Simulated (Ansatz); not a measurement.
Energy needed to pull apart BF3 (SMILES FB(F)F), closed shell, into free ground-state atoms, from the structure below (displaced at random from a GFN2-xTB minimum); no zero-point or spin–orbit terms; open-shell atoms are treated unrestricted, in their ground-state multiplicity.

F1  (0.612, 0.133, 1.237)
B2  (0.094, 0.023, -0.017)
F3  (-0.231, -1.327, -0.357)
F4  (-0.214, 1.089, -0.868)
(Å)

Program: Ansatz 0.2.0. Basis: def2-TZVPP. Cores are frozen in the correlated methods.

| method | atomization energy (kcal/mol) |
| --- | --- |
| PBE-D4 | 472.9 |
| r2SCAN-D4 | ? |
| PBE0-D4 | 452.8 |
| HSE06-D4 | 453.4 |
| wB97X-V | 454.3 |
| wB97M-V | 457.3 |
| HF | ? |
| MP2 | 472.2 |
| CCSD | 436.0 |
| CCSD(T) | 444.7 |

(1) What does r2SCAN-D4 give? (An estimate is asked for; the value comes from the calculation.)

(2) What does HF give? (An estimate is asked for; the value comes from the calculation.)

The T1 diagnostic stays at or below 0.014.

## Answers

(1) By the calculation: 459.7 kcal/mol, which is about 15.1 kcal/mol more than CCSD(T)/def2-TZVPP.

(2) The calculation gives: 341.6 kcal/mol, which is about 103.1 kcal/mol less than CCSD(T)/def2-TZVPP.

In triple zeta the MP2 and coupled-cluster atomization energies are still short of their basis limit by a few kcal/mol a bond, whereas those of the functionals are nearly converged, so these differences are not deviations from converged CCSD(T).

For scale, one of the runs: CCSD(T)/def2-TZVPP forces, 124 basis functions (an equivalent command: `ansatz run in.yaml --threads 4`). Hardware: 4 CPU threads, shared host. Wall time 35 s; peak host memory 1.1 GiB.
